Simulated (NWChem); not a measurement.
Molecule: CsCl; SMILES [Cl][Cs]

```xyz
2

Cs     0.0000     0.0000    -0.7078
Cl     0.0000     0.0000     2.2284
```
Atoms are numbered in this order, from 1.

Results from NWChem. Geometry optimised at PBE0/def2-SVP; all other runs use it. def2 effective core potentials on Cs; no spin-orbit coupling.

```json
[
 {"quantity": "vertical electron affinity, ΔSCF (eV)", "level": "LRC-wPBEh/def2-SVPD", "value": "(withheld)"},
 {"quantity": "dipole (D)", "level": "LC-wPBE (HJS exchange hole, range parameter 0.4 per bohr)/def2-SVP", "value": "10.48"},
 {"quantity": "isotropic polarisability (bohr³), static", "level": "Hartree-Fock/def2-SVPD", "value": "(withheld)"},
 {"quantity": "vertical, lowest state with f > 0.02, singlet (eV)", "level": "PBE0/def2-SVPD, full TDDFT", "value": "4.09"}
]
```

Task: Fill in the missing entries.

Result: 
- vertical electron affinity, ΔSCF (eV), value: 0.46
- isotropic polarisability (bohr³), static, value: 40.6
